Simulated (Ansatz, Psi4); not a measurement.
# Exact exchange and the HOMO–LUMO gap of RbLi

RbLi: 2 atoms, total charge 0, spin state singlet. SMILES: `[Li][Rb]`. The coordinates come from a PBE0-D4/def2-TZVP relaxation.

The HOMO–LUMO gap y, in eV, basis def2-TZVPP with a core potential; a is the functional's share of exact exchange. Programs: Ansatz 0.2.0, Psi4 1.11.

```
functional  program     a  y (eV)
       PBE     Psi4     0    1.08
      TPSS     Psi4     0    1.18
     TPSSh     Psi4   0.1    1.51
     B3LYP     Psi4   0.2    1.69
   r2SCAN0   Ansatz  0.25    2.01
      PBE0     Psi4  0.25       ?
     BHLYP     Psi4   0.5    2.66
```

Task: Fit y = c + s·a to the known rows and predict PBE0.

Result: 
1. Means of the 6 rows: a = 0.1750, y = 1.688.
2. Σ(Δa)² = 0.17875, Σ(Δa·Δy) = 0.54875, so the slope is 0.54875/0.17875 = 3.0699.
3. Intercept: 1.688 − (3.0699) × 0.1750 = 1.151. The largest residual of the fit is 0.092.
4. PBE0: 1.151 + (3.0699) × 0.25 = 1.92 eV.

The run gave 1.93 eV, so the prediction is off by -0.01 eV, within the largest residual. Exact exchange lowers occupied levels and raises empty ones. The rows mix families of semi-local functionals, which the line can't see.
